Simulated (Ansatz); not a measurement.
`C[Si](O)([SiH3])Cl` + `[OH][InH2]` → `[SiH3][O][InH2]` + `C[SiH](O)Cl`  (cleavage of the Si–Si bond)

Gas-phase electronic energies from Ansatz, PBE0-D4/def2-TZVP geometries. CCSD(T)/CBS is the MP2 limit (def2-TZVPP, def2-QZVPP) plus CCSD(T) − MP2 in def2-TZVPP, frozen cores. Functionals use def2-TZVPP. B3LYP here is the variant with VWN-RPA as its local correlation; programs differ in this. Elements past krypton have def2 core potentials. For In outer-core shells are correlated without core-valence functions, which leaves a few kJ/mol of doubt a bond. One conformer a species, not always the lowest.

| level | ΔE (kcal/mol) | difference from CCSD(T)/CBS |
| --- | --- | --- |
| B3LYP-D4 | -25.7 | 1.2 |
| r2SCANh-D4 | -25.6 | 1.3 |
| ωB97X-V | -25.9 | 1.0 |
| r2SCANh | -25.9 | 1.0 |
| CAM-B3LYP | -28.4 | -1.5 |
| HF/def2-SVP | -33.3 | -6.4 |
| MP2/def2-SVP | -28.9 | -2.0 |
| SCS-MP2/def2-TZVPP | -30.1 | -3.2 |
| MP2/def2-QZVPP | -28.8 | -1.9 |
| CCSD/CBS(def2) | -28.0 | -1.1 |
| CCSD(T)/CBS | -26.9 | 0 |

Largest T1 diagnostic among the species: 0.017.

From r2SCAN to r2SCAN0 (25 % exact exchange), in def2-TZVPP and without D4, ΔE moves by −1.3 kcal/mol. The D4 term adds +1.3 kcal/mol with B3LYP and +0.8 kcal/mol with PBE0; it sums over pairs of atoms, weighted by their polarisabilities, and B3LYP, whose exchange is more repulsive, gets the larger term. Leaving LDA and LC-ωPBE aside and taking each functional with its dispersion term where it has one, the values, not all of them listed here, spread over 9.8 kcal/mol, from BHLYP-D4 to revPBE-D4.
